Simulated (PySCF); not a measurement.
Polarisability and C₆ of Bi (bismuth, neutral)

[Xe] 4f14 5d10 6s2 6p3, high-spin 4S determinant. All numbers are calculated (PySCF 2.14, scalar relativity through the core potential, in aug-cc-pVTZ-PP with ECP60MDF). Coupled (time-dependent) response in atomic units; α is the mean over directions.

```
method  mean α (bohr³)  C₆ (like pair)  S(−4)
   UHF           50.13           598.0  679.3
   PBE           55.39           664.2  954.4
  PBE0           52.46           624.8  806.9
  MN15           51.05           596.1  780.2
  TPSS           54.20           655.6  869.3
```

S(−4) is the Cauchy moment in α(ω) = α(0) + S(−4) ω² + …

Reference α: 48 ± 4 bohr³ (recommended; Schwerdtfeger and Nagle, table of static dipole polarizabilities (2023 update)). Published C₆: 513.0 (Gould and Bucko (2016)).

α(iu) at TPSS:

```json
{"u (hartree)": "0", "α(iu) (bohr³)": "54.20"}
{"u (hartree)": "0.0500", "α(iu) (bohr³)": "52.15"}
{"u (hartree)": "0.100", "α(iu) (bohr³)": "47.08"}
{"u (hartree)": "0.200", "α(iu) (bohr³)": "35.20"}
{"u (hartree)": "0.300", "α(iu) (bohr³)": "25.99"}
{"u (hartree)": "0.500", "α(iu) (bohr³)": "15.45"}
{"u (hartree)": "0.750", "α(iu) (bohr³)": "9.436"}
{"u (hartree)": "1.00", "α(iu) (bohr³)": "6.488"}
{"u (hartree)": "1.50", "α(iu) (bohr³)": "3.735"}
{"u (hartree)": "2.00", "α(iu) (bohr³)": "2.469"}
{"u (hartree)": "3.00", "α(iu) (bohr³)": "1.315"}
{"u (hartree)": "5.00", "α(iu) (bohr³)": "0.5473"}
```

A single London oscillator, α(iu) = α/(1 + u²/ω²), gives C₆ = (3/4) ω α². Matching the computed C₆ needs ω = 4 × 655.6 / (3 × 54.20²) = 0.298 hartree.

Energies and moments cover only the electrons outside the core potential. Spin-orbit coupling, which splits the p, d and f shells strongly at this Z, is absent. Spin-orbit coupling is strong in this species (close to jj coupling), so the high-spin LS determinant is a model state, not a physical level.
